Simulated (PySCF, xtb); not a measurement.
Acid–base and redox partners of C[GeH3]. Isolated molecules, 0 K electronic values unless said otherwise. Strings in code marks are SMILES.

Quantity: gas-phase deprotonation enthalpy at 298 K, in kcal/mol. Enthalpy corrections at 298 K come from GFN2-xTB frequencies (xtb).

Level: PBE0-D3(BJ)/def2-TZVPD (PySCF).

```
species                                         E (Ha)  H(298 K) − E (Ha)
-----------------------------------------  -----------  -----------------
`[CH3][GeH3]`                              -2118.41147            0.06310
`[CH2-][GeH3]` (not the most acidic site)  -2117.76696            0.04503
H+                                                   0            0.00236
```

Work out the gas-phase deprotonation enthalpy at 298 K.

H = E + (H − E) for each species, with 5/2 RT for the lone particle. The enthalpy of the separated products less that of the bound species is 0.62879 Ha, or 394.6 kcal/mol.
